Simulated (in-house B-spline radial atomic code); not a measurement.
Xe⁸⁺. Computed with a B-spline radial atomic code. Model: all-electron spherical atom, spin shells full or empty, radial basis limit, no spin-orbit coupling, Breit or QED, empty-state partial waves extrapolated as (l+1/2)^-4, RPA, G0W0 and static COHSEX of the highest shell as one setting changes (uncorrelated shells keep exact exchange).

Empty levels are discrete states of a finite basis, so the steps are uneven.

Given: element Xe; charge 8; filled core Kr; hamiltonian one-electron scalar X2C; mean-field start Hartree-Fock; highest l of empty states 9; nuclear rms radius 4.7859 fm; lowest nl shells left uncorrelated 7; highest mean-field shell 4d; box radius 7.7 bohr.

Shell: 4d 5 5 (electrons up and down).

| highest empty level kept (hartree) | RPA correlation energy (hartree) | G0W0 level (eV) | G0W0 minus most complete (meV) | COHSEX level (eV) | linearised minus solved G0W0 (meV) |
| --- | --- | --- | --- | --- | --- |
| 27 | -0.74304 | -180.41 | 470.4 | -182.58 | 0 |
| 54 | -0.8361 | -180.69 | 197.2 | -183.4 | 0 |
| 94.5 | -0.87433 | -180.81 | 74.6 | -183.73 | 0 |
| 162 | -0.89052 | -180.86 | 23.8 | -183.87 | 0 |
| 270 | ? | ? | ? | ? | ? |
| 486 | -0.8971 | -180.88 | 3 | -183.94 | 0 |
| 810 | -0.89766 | -180.88 | 1.3 | -183.95 | 0 |
| 1620 | -0.89797 | -180.89 | 0.3 | -183.95 | 0 |
| 3240 | -0.89806 | -180.89 | 0 | -183.95 | 0 |
| 6750 | -0.89807 | -180.89 | 0 | -183.95 | 0 |
| 16200 | ? | ? | ? | ? | ? |
| 54000 | -0.89808 | -180.89 | 0 | -183.95 | 0 |

Question: What follows for highest empty level kept = 16200?

Answer: RPA correlation energy -0.89808 hartree; G0W0 level -180.89 eV; G0W0 minus most complete 0 meV; COHSEX level -183.95 eV; linearised minus solved G0W0 0 meV.

Question: What follows for highest empty level kept = 270?

Answer: RPA correlation energy -0.89524 hartree; G0W0 level -180.88 eV; G0W0 minus most complete 8.7 meV; COHSEX level -183.92 eV; linearised minus solved G0W0 0 meV.
